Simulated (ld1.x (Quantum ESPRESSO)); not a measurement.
iridium (Ir), ultrasoft: configuration errors across variants

- Element: iridium (Ir)
- Generator: ld1.x (Quantum ESPRESSO) 7.5
- Type: ultrasoft
- Functional: PBE
- Relativity: scalar-relativistic
- Frozen core: [Kr] 4d10 4f14
- Valence charge: 17
- Reference configuration: 5s2 5p6 5d7 6s0.5 6p0 (charge +1.5)
- Partial waves: 5s (bound): rcut 1.45, rcutus 1.85 bohr; 6s (bound): rcut 1.45, rcutus 1.85 bohr; 5p (bound): rcut 1.45, rcutus 1.70 bohr; 6p (bound, empty): rcut 1.45, rcutus 1.70 bohr; 5d (bound): rcut 1.25, rcutus 1.50 bohr; 5d channel at -0.15 Ry: rcut 1.25, rcutus 1.50 bohr; 5f channel at 0.2 Ry: rcut 1.30, rcutus 1.70 bohr; 5f channel at 1.5 Ry: rcut 1.30, rcutus 1.70 bohr
- Local potential: all-electron potential smoothed inside 1.35 bohr (lloc = -1)
- Core correction: a·sin(br)/r model core inside 0.75 bohr
- Augmentation charge: built from norm-conserving waves at rcut, not smoothed further

All-electron excitation energies from the reference (eV): (1) 5s2 5p6 5d7 6s2 6p0 -17.624; (2) 5s2 5p6 5d7 6s1 6p0 -7.745; (3) 5s2 5p6 5d7 6s0 6p0 9.724; (4) 5s2 5p6 5d6 6s0 6p0 40.265; (5) 5s2 5p6 5d7 6s0 6p1 -1.274; (6) 5s2 5p6 5d7 6s1.5 6p0 -13.589.

The overlap operator is not positive definite (basis up to 400 Ry) in “base”, “all radii but the core radius scaled by about 0.80 (s 1.48, p 1.36, d 1.20, f 1.36 bohr, rcut 1.16/1.16/1.00/1.04); local potential all-electron potential smoothed inside 1.08 bohr (lloc = -1)”, “waves 5p (bound): rcut 1.45, rcutus 1.64 bohr; 6p (bound): rcut 1.45, rcutus 1.64 bohr”, “wave 5d channel at -0.15 Ry: rcut 1.25, rcutus 1.50 bohr becomes 5d channel at -0.83 Ry: rcut 1.25, rcutus 1.50 bohr”, “waves 5f channel at 0.2 Ry: rcut 1.30, rcutus 1.50 bohr; 5f channel at 1.5 Ry: rcut 1.30, rcutus 1.50 bohr”, “core correction none”. Such files are unfit for use, however small their errors in these radial tests.

Tests that are not counted but printed errors over 1 eV. “base”: 5s2 5p6 5d7 6s0 6p2 (solver errors, printed error -11.8 eV). “wave 5d channel at -0.15 Ry: rcut 1.25, rcutus 1.50 bohr becomes 5d channel at -0.83 Ry: rcut 1.25, rcutus 1.50 bohr”: 5s2 5p6 5d7 6s0 6p2 (solver errors, printed error -11.8 eV). “waves 5f channel at 0.2 Ry: rcut 1.30, rcutus 1.50 bohr; 5f channel at 1.5 Ry: rcut 1.30, rcutus 1.50 bohr”: 5s2 5p6 5d7 6s0 6p2 (solver errors, printed error -11.8 eV).

2 further variants failed, have other tests or another functional or relativity, and are left out.

A true bound ghost makes a file unfit for plane-wave use even where its test errors are small: the radial tests pick states by their node count and pass the ghost by.

The file “base” misses its own reference levels by 6.0 eV. The file “all radii but the core radius scaled by about 0.80 (s 1.48, p 1.36, d 1.20, f 1.36 bohr, rcut 1.16/1.16/1.00/1.04); local potential all-electron potential smoothed inside 1.08 bohr (lloc = -1)” misses its own reference levels by 2.2 eV. The file “waves 5p (bound): rcut 1.45, rcutus 1.64 bohr; 6p (bound): rcut 1.45, rcutus 1.64 bohr” misses its own reference levels by 5.9 eV. The file “wave 5d channel at -0.15 Ry: rcut 1.25, rcutus 1.50 bohr becomes 5d channel at -0.83 Ry: rcut 1.25, rcutus 1.50 bohr” misses its own reference levels by 6.0 eV. The file “waves 5f channel at 0.2 Ry: rcut 1.30, rcutus 1.50 bohr; 5f channel at 1.5 Ry: rcut 1.30, rcutus 1.50 bohr” misses its own reference levels by 6.0 eV. The file “core correction none” misses its own reference levels by 5.8 eV.

Errors AE − PS in meV (a dash: test not solved or not reliable):

```csv
change,(1),(2),(3),(4),(5),(6),bound ghosts
base,-2921,-1244,+1537,+4671,-4643,-2212,not determined (overlap not positive)
"all radii but the core radius scaled by about 0.80 (s 1.48, p 1.36, d 1.20, f 1.36 bohr, rcut 1.16/1.16/1.00/1.04); local potential all-electron potential smoothed inside 1.08 bohr (lloc = -1)",-2430,-1001,+1205,+1319,+1186,-1807,"f (s not tested, overlap not positive)"
"waves 5p (bound): rcut 1.45, rcutus 1.64 bohr; 6p (bound): rcut 1.45, rcutus 1.64 bohr",-2931,-1247,+1540,+4649,–,–,not determined (overlap not positive)
"wave 5d channel at -0.15 Ry: rcut 1.25, rcutus 1.50 bohr becomes 5d channel at -0.83 Ry: rcut 1.25, rcutus 1.50 bohr",-2921,-1244,+1537,+4670,-4643,-2212,not determined (overlap not positive)
"waves 5f channel at 0.2 Ry: rcut 1.30, rcutus 1.50 bohr; 5f channel at 1.5 Ry: rcut 1.30, rcutus 1.50 bohr",-2921,-1244,+1537,+4671,-4643,-2212,not determined (overlap not positive)
core correction none,-2871,-1224,+1515,+4644,–,–,not determined (overlap not positive)
```

Q: Give the same row for: local potential all-electron potential smoothed inside 1.40 bohr (lloc = -2).

A: -3633, -1511, +1832, +1821, +707, -2717; bound ghosts: not determined.
